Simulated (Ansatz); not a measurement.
Cartesian coordinates in Å:
```
C -0.435 0.389 1.361
N -0.885 -0.029 0.039
Sn 0.474 -0.518 -1.332
F 1.461 -1.916 -0.483
Cl 2.085 1.129 -1.628
H 0.011 1.391 1.389
H -1.279 0.371 2.056
H 0.305 -0.320 1.735
H -1.619 0.567 -0.317
H -0.117 -1.064 -2.820
```

Charge 0, multiplicity 1. Sn takes the def2 core potential.

Question: List the PBE/def2-TZVPP orbital energies in eV (the Gaussian-basis code of Ansatz). (Best estimate.)

Answer: Ansatz gave: Occupied: -2738.75, -658.91, -380.91, -269.81, -249.31, -190.01, -189.84, -189.84, -134.21, -90.19, -90.16, -90.08, -28.69, -26.76, -26.68, -26.57, -26.53, -25.97, -21.95, -19.90, -16.61, -13.33, -11.94, -10.79, -10.43, -9.80, -9.54, -9.08, -8.54, -8.45, -7.74, -7.64, -6.03. Lowest empty: -2.16, -1.10, -0.48, 0.28, 1.16, 1.58, 2.15, 2.27.
